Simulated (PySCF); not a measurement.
C6H10AuO2 (SMILES CC1=CC(C)=[O]->[Au]([CH3])[O]1), doublet, at a GFN2-xTB geometry (such geometries of metal compounds can be far from the true shape) (the multiplicity is a formal guess) (core potentials on Au); PySCF with DF-M06/def2-SV(P).

The PySCF input:
```python
from pyscf import gto, scf, dft

mol = gto.Mole()
mol.atom = '''
    Au    0.58540392    0.71567390    0.30453152
    C     1.61447509    2.27092347   -0.50619881
    H     2.67736973    2.15567797   -0.32622369
    H     1.28954598    3.20838214   -0.06913055
    H     1.45031409    2.31516866   -1.57461821
    C    -1.62282724   -1.51590484   -2.91002848
    C    -1.08852668   -1.10420628   -1.54990003
    C    -1.48741390   -1.88630785   -0.47297465
    C    -1.14008858   -1.72629964    0.87432530
    C    -1.73091835   -2.73766351    1.83190187
    O    -0.39947080   -0.84348800    1.37320642
    O    -0.33830359   -0.09323380   -1.55714723
    H    -2.71004235   -1.50868425   -2.89587622
    H    -1.26299181   -0.82417514   -3.66627369
    H    -1.28367242   -2.52176866   -3.14642573
    H    -2.14156127   -2.71500394   -0.69844434
    H    -1.38998127   -2.52650922    2.84167846
    H    -2.81709013   -2.68890530    1.79853208
    H    -1.42480665   -3.74189381    1.54756690
'''
mol.basis = 'def2-sv(p)'
mol.ecp = {'Au': 'def2-sv(p)'}
mol.spin = 1
mol.verbose = 4
mol.build()

mf = dft.UKS(mol)
mf.xc = 'm06'
mf.grids.level = 7
mf = mf.density_fit(auxbasis='def2-universal-jkfit')
mf.kernel()
mf.analyze()
```

The log (banner, timings and long lists left out):

```
PySCF version 2.14.0

[INPUT] verbose = 4
[INPUT] num. atoms = 19
[INPUT] num. electrons = 81
[INPUT] charge = 0
[INPUT] spin (= nelec alpha-beta = 2S) = 1
[INPUT] symmetry False subgroup None
[INPUT] Mole.unit = angstrom
[INPUT] Symbol           X                Y                Z      unit          X                Y                Z       unit  Magmom
[...]
nuclear repulsion = 557.022455081716
number of shells = 79
number of NR pGTOs = 282
number of NR cGTOs = 157
basis = def2-sv(p)
ecp = {'Au': 'def2-sv(p)'}

******** <class 'pyscf.df.df_jk.DFUKS'> ********
method = DFUKS
initial guess = minao
damping factor = 0
level_shift factor = 0
DIIS = <class 'pyscf.scf.diis.CDIIS'>
diis_start_cycle = 1
diis_space = 8
diis_damp = 0
SCF conv_tol = 1e-09
SCF conv_tol_grad = None
SCF max_cycles = 50
direct_scf = False
number electrons alpha = 41  beta = 40
XC library pyscf.dft.libxc version 7.1.2
    S. Lehtola, C. Steigemann, M. J. T. Oliveira, and M. A. L. Marques,  SoftwareX 7, 1–5 (2018)
XC functionals = m06
    Y. Zhao and D. G. Truhlar,  Theor. Chem. Acc. 120, 215 (2008)
    Y. Zhao and D. G. Truhlar,  Theor. Chem. Acc. 120, 215 (2008)
radial grids:
    Treutler-Ahlrichs [JCP 102, 346 (1995); DOI:10.1063/1.469408] (M4) radial grids

becke partition: Becke, JCP 88, 2547 (1988); DOI:10.1063/1.454033
pruning grids: <function nwchem_prune>
grids dens level: 7
symmetrized grids: False
atomic radii adjust function: <function treutler_atomic_radii_adjust>
small_rho_cutoff = 0
Set gradient conv threshold to 3.16228e-05
tot grids = 1293440
******** <class 'pyscf.df.df.DF'> ********
auxbasis = def2-universal-jkfit
init E= -509.526320586691

cycle= 1 E= -518.616748264786  delta_E= -9.09  |g|= 1.66  |ddm|= 7.66
cycle= 2 E= -477.298541454437  delta_E= 41.3  |g|= 5.96  |ddm|= 39.7
cycle= 3 E= -519.821358447285  delta_E= -42.5  |g|= 0.711  |ddm|= 39.4

cycle= 4 E= -520.064735614235  delta_E= -0.243  |g|= 0.607  |ddm|= 2.04
cycle= 5 E= -520.240645639732  delta_E= -0.176  |g|= 0.176  |ddm|= 0.803
cycle= 6 E= -520.253925922067  delta_E= -0.0133  |g|= 0.102  |ddm|= 0.33
cycle= 7 E= -520.259725263167  delta_E= -0.0058  |g|= 0.0424  |ddm|= 0.17
cycle= 8 E= -520.26080259379  delta_E= -0.00108  |g|= 0.0318  |ddm|= 0.103
cycle= 9 E= -520.261288878482  delta_E= -0.000486  |g|= 0.00994  |ddm|= 0.0458
cycle= 10 E= -520.261350008854  delta_E= -6.11e-05  |g|= 0.0082  |ddm|= 0.0239
cycle= 11 E= -520.261385008829  delta_E= -3.5e-05  |g|= 0.00337  |ddm|= 0.0115
cycle= 12 E= -520.261397795711  delta_E= -1.28e-05  |g|= 0.0011  |ddm|= 0.0127
cycle= 13 E= -520.261398686801  delta_E= -8.91e-07  |g|= 0.000715  |ddm|= 0.00373
cycle= 14 E= -520.261398881699  delta_E= -1.95e-07  |g|= 0.000268  |ddm|= 0.00111
cycle= 15 E= -520.261398954032  delta_E= -7.23e-08  |g|= 8.02e-05  |ddm|= 0.000876
cycle= 16 E= -520.26139896676  delta_E= -1.27e-08  |g|= 4.48e-05  |ddm|= 0.000373
cycle= 17 E= -520.261398968408  delta_E= -1.65e-09  |g|= 3.1e-05  |ddm|= 0.000118
cycle= 18 E= -520.261398969125  delta_E= -7.17e-10  |g|= 1.28e-05  |ddm|= 9.73e-05
Extra cycle  E= -520.261398969009  delta_E= 1.16e-10  |g|= 2.24e-05  |ddm|= 3.62e-05
converged SCF energy = -520.261398969009  <S^2> = 0.75270853  2S+1 = 2.0027067
**** SCF Summaries ****
Total Energy =                        -520.261398969009406
Nuclear Repulsion Energy =             557.022455081716316
One-electron Energy =                -1867.420084630258998
Two-electron Energy =                  790.136230579533276
Two-electron Coulomb Energy =          856.156415616159961
DFT Exchange-Correlation Energy =      -66.020185036626728
**** MO energy ****
                             alpha | beta                alpha | beta
[...]
spin_pop of  0 Au 5s        0.00039
spin_pop of  0 Au 6s        0.22646
spin_pop of  0 Au 7s       -0.00049
spin_pop of  0 Au 8s       -0.00022
spin_pop of  0 Au 9s        0.00144
spin_pop of  0 Au 10s        0.00197
spin_pop of  0 Au 5px       0.00266
spin_pop of  0 Au 5py       0.00379
spin_pop of  0 Au 5pz       0.00180
spin_pop of  0 Au 6px       0.00526
spin_pop of  0 Au 6py       0.00530
spin_pop of  0 Au 6pz       0.00479
spin_pop of  0 Au 7px       0.00055
spin_pop of  0 Au 7py       0.00019
spin_pop of  0 Au 7pz       0.00091
spin_pop of  0 Au 5dxy      0.05628
spin_pop of  0 Au 5dyz      0.09741
spin_pop of  0 Au 5dz^2     0.01069
spin_pop of  0 Au 5dxz      0.01025
spin_pop of  0 Au 5dx2-y2    0.12102
spin_pop of  0 Au 6dxy      0.00517
spin_pop of  0 Au 6dyz      0.01041
spin_pop of  0 Au 6dz^2    -0.00161
spin_pop of  0 Au 6dxz      0.00480
spin_pop of  0 Au 6dx2-y2    0.00158
spin_pop of  1 C 1s       -0.00000
spin_pop of  1 C 2s        0.00337
spin_pop of  1 C 3s        0.00021
spin_pop of  1 C 2px       0.03036
spin_pop of  1 C 2py       0.06459
spin_pop of  1 C 2pz       0.02020
spin_pop of  1 C 3px      -0.00001
spin_pop of  1 C 3py      -0.00001
spin_pop of  1 C 3pz       0.00408
spin_pop of  1 C 3dxy      0.00021
spin_pop of  1 C 3dyz     -0.00005
spin_pop of  1 C 3dz^2     0.00020
spin_pop of  1 C 3dxz     -0.00004
spin_pop of  1 C 3dx2-y2    0.00003
spin_pop of  2 H 1s       -0.00042
spin_pop of  2 H 2s        0.00016
spin_pop of  3 H 1s       -0.00030
spin_pop of  3 H 2s        0.00018
spin_pop of  4 H 1s       -0.00533
spin_pop of  4 H 2s        0.00053
spin_pop of  5 C 1s       -0.00000
spin_pop of  5 C 2s        0.00565
spin_pop of  5 C 3s        0.00010
spin_pop of  5 C 2px       0.00626
spin_pop of  5 C 2py       0.00587
spin_pop of  5 C 2pz       0.01770
spin_pop of  5 C 3px       0.00003
spin_pop of  5 C 3py       0.00004
spin_pop of  5 C 3pz       0.00014
spin_pop of  5 C 3dxy      0.00002
spin_pop of  5 C 3dyz      0.00000
spin_pop of  5 C 3dz^2     0.00008
spin_pop of  5 C 3dxz      0.00001
spin_pop of  5 C 3dx2-y2    0.00000
spin_pop of  6 C 1s        0.00000
spin_pop of  6 C 2s       -0.00388
spin_pop of  6 C 3s        0.00153
spin_pop of  6 C 2px      -0.00665
spin_pop of  6 C 2py      -0.00521
spin_pop of  6 C 2pz      -0.00370
spin_pop of  6 C 3px       0.00042
spin_pop of  6 C 3py       0.00034
spin_pop of  6 C 3pz       0.00174
spin_pop of  6 C 3dxy      0.00003
spin_pop of  6 C 3dyz      0.00049
spin_pop of  6 C 3dz^2     0.00003
spin_pop of  6 C 3dxz      0.00028
spin_pop of  6 C 3dx2-y2   -0.00002
spin_pop of  7 C 1s        0.00000
spin_pop of  7 C 2s        0.00014
spin_pop of  7 C 3s        0.00013
spin_pop of  7 C 2px      -0.00136
spin_pop of  7 C 2py       0.00075
spin_pop of  7 C 2pz       0.00993
spin_pop of  7 C 3px      -0.00010
spin_pop of  7 C 3py      -0.00007
spin_pop of  7 C 3pz       0.00011
spin_pop of  7 C 3dxy      0.00001
spin_pop of  7 C 3dyz      0.00001
spin_pop of  7 C 3dz^2     0.00002
spin_pop of  7 C 3dxz      0.00001
spin_pop of  7 C 3dx2-y2    0.00000
spin_pop of  8 C 1s        0.00000
spin_pop of  8 C 2s        0.00011
spin_pop of  8 C 3s        0.00240
spin_pop of  8 C 2px      -0.00299
spin_pop of  8 C 2py      -0.00169
spin_pop of  8 C 2pz       0.00037
spin_pop of  8 C 3px       0.00204
spin_pop of  8 C 3py       0.00327
spin_pop of  8 C 3pz       0.00001
spin_pop of  8 C 3dxy      0.00000
spin_pop of  8 C 3dyz      0.00013
spin_pop of  8 C 3dz^2     0.00007
spin_pop of  8 C 3dxz      0.00013
spin_pop of  8 C 3dx2-y2    0.00000
spin_pop of  9 C 1s        0.00000
spin_pop of  9 C 2s        0.00060
spin_pop of  9 C 3s        0.00004
spin_pop of  9 C 2px       0.00065
spin_pop of  9 C 2py       0.00151
spin_pop of  9 C 2pz       0.00125
spin_pop of  9 C 3px       0.00001
spin_pop of  9 C 3py       0.00003
spin_pop of  9 C 3pz       0.00006
spin_pop of  9 C 3dxy      0.00000
spin_pop of  9 C 3dyz      0.00000
spin_pop of  9 C 3dz^2     0.00000
spin_pop of  9 C 3dxz     -0.00000
spin_pop of  9 C 3dx2-y2   -0.00000
spin_pop of  10 O 1s        0.00000
spin_pop of  10 O 2s        0.00329
spin_pop of  10 O 3s        0.00563
spin_pop of  10 O 2px      -0.00092
spin_pop of  10 O 2py       0.00017
spin_pop of  10 O 2pz       0.01075
spin_pop of  10 O 3px       0.00110
spin_pop of  10 O 3py       0.00439
spin_pop of  10 O 3pz       0.00131
spin_pop of  10 O 3dxy     -0.00000
spin_pop of  10 O 3dyz      0.00028
spin_pop of  10 O 3dz^2    -0.00002
spin_pop of  10 O 3dxz      0.00014
spin_pop of  10 O 3dx2-y2    0.00001
spin_pop of  11 O 1s       -0.00000
spin_pop of  11 O 2s        0.01083
spin_pop of  11 O 3s       -0.00060
spin_pop of  11 O 2px       0.02796
spin_pop of  11 O 2py       0.01402
spin_pop of  11 O 2pz       0.19720
spin_pop of  11 O 3px      -0.00043
spin_pop of  11 O 3py      -0.00010
spin_pop of  11 O 3pz      -0.00105
spin_pop of  11 O 3dxy      0.00015
spin_pop of  11 O 3dyz      0.00042
spin_pop of  11 O 3dz^2    -0.00002
spin_pop of  11 O 3dxz      0.00023
spin_pop of  11 O 3dx2-y2   -0.00001
spin_pop of  12 H 1s        0.00018
spin_pop of  12 H 2s        0.00003
spin_pop of  13 H 1s       -0.00140
spin_pop of  13 H 2s       -0.00009
spin_pop of  14 H 1s        0.00003
spin_pop of  14 H 2s        0.00002
spin_pop of  15 H 1s       -0.00093
spin_pop of  15 H 2s        0.00001
spin_pop of  16 H 1s        0.00017
spin_pop of  16 H 2s        0.00017
spin_pop of  17 H 1s       -0.00030
spin_pop of  17 H 2s        0.00000
spin_pop of  18 H 1s       -0.00029
spin_pop of  18 H 2s        0.00000
In total            41.00000 | 40.00000
Dipole moment(X, Y, Z, Debye): -1.47222, -1.87666, -0.50213
```
